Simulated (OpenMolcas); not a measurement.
# Ni4+: from CASSCF to CASPT2

- Program: OpenMolcas
- Basis: ANO-RCC-VTZP [6s5p3d2f1g]
- Scalar Hamiltonian: DKH2, point nucleus
- Active space: 6 electrons in 10 orbitals (3d 4d)
- State averaging: 2S+1 = 5 even, 5 roots; 2S+1 = 3 even, 45 roots; 2S+1 = 1 even, 44 roots
- Spin-orbit coupling: RASSI with atomic mean-field integrals over the reference wave functions, term energies averaged over their components

Methods on the same reference wave functions:
A. CASSCF
B. SS-CASPT2, IPEA 0.25 Eh, imaginary shift 0.1 Eh (closed shells correlated: 3s 3p)
C. MS-CASPT2, IPEA 0.25 Eh, imaginary shift 0.1 Eh (closed shells correlated: 3s 3p)

Energies in cm⁻¹ above 3d⁶ ⁵D₄, the measured ground level; measured values from Corliss and Sugar, J. Phys. Chem. Ref. Data 10, 197 (1981).

```
     Level      A      B      C  Measured
   3d⁶ ⁵D₄    0.0    0.0    0.0       0.0
   3d⁶ ⁵D₃    817    821    821       890
   3d⁶ ⁵D₂   1381   1379   1379      1490
   3d⁶ ⁵D₁   1741   1734   1735      1872
   3d⁶ ⁵D₀   1917   1907   1908      2058
   3d⁶ ³H₆  29041  28070  28070     27111
   3d⁶ ³H₅  29432  28430  28430     27578
   3d⁶ ³H₄  29699  28640  28640     27859
3d⁶ ³P₂(1)  31556  26910  26900     26153
3d⁶ ³F₄(1)  33098  30040  30040     29124
3d⁶ ³F₃(1)  33573  30440  30440     29571
3d⁶ ³F₂(1)  33932  30750  30750     29899
3d⁶ ³P₁(1)  34045  29400  29380     28698
3d⁶ ³P₀(1)  35015  30380  30360     29640
   3d⁶ ³G₅  36636  34210  34210     33256
   3d⁶ ³G₄  37431  34950  34950     34062
   3d⁶ ³G₃  37725  35230  35230     34416
   3d⁶ ¹I₆  43786  42670  42670     41252
3d⁶ ¹G₄(1)  46361  43820  43820     42208
   3d⁶ ³D₁  47103  42620  42620          
   3d⁶ ³D₂  47148  42630  42630          
   3d⁶ ³D₃  47403  42920  42920     41920
   3d⁶ ¹S₀  53659  49160  49150     47700
   3d⁶ ¹D₂  57437  50420  50420     48607
```

Deviations, from unrounded energies. A percentage is the sum of absolute deviations over the sum of measured energies, with the sign that they share, or ± where signs differ.

| Against measurement | Levels | A | B | C |
| --- | --- | --- | --- | --- |
| mean absolute deviation (cm-1) | 21 | 3400 | 850 | 850 |
| fine structure of the ground term (%) | 4 | -7.2 | -7.4 | -7.4 |
| other terms of the ground configuration (%) | 17 | +12.2 | +3.0 | +3.0 |

B, C lie about equally close to measurement and A furthest from it. The largest miss of C in the table is 3d⁶ ¹D₂, by +1800 cm-1. The ranking rests on the paired levels alone, and a cruder setting can come out closer through cancelling errors.

Between B and C the level of the table that moves most is 3d⁶ ³P₀(1), by 22 cm-1 (lowest in C, highest in B). Moves below CASPT2's spread within the term are not significant.

The two smallest mean deviations differ by little beside CASPT2's spread within terms, so their order carries little weight.

From A to B the spin-free energies of the other terms of 3d⁶ shown, above ⁵D, scale by factors of 0.85 to 0.97.

The lowest spin-free term lies below A's lowest term by 0.392 hartree in B, 0.392 hartree in C.

Term energies are means over components that CASPT2 splits; among the terms shown or strongly mixed into the levels shown the widest spread is 1200 cm-1 (3d⁶ ¹I, C). Active for correlation alone: 4d; no level in the range computed is led by a configuration that fills it, so any true level of that kind is missing. Without dynamic correlation excited terms often stand tens of per cent too high (terms of higher spin than the ground term too low), and those without a measured partner can miss by more than the paired ones (holds for A). The CASPT2 spread within a term exceeds the gap to the next term for 3d⁶ ¹I and 3d⁶ ³D, so the order of their levels is uncertain (holds for B; C). Measured partners are found by configuration, term and J. A level has none where our copy of the source lacks it or the pairing is in doubt (some pairs that miss far off the trend of their configuration count as doubtful), and it then counts in no deviation. Only configurations of the active space appear. Levels that lie high or do not pair safely by name in every column are left out.

A number in round brackets counts repeated terms of one configuration in the order of the reference energies.
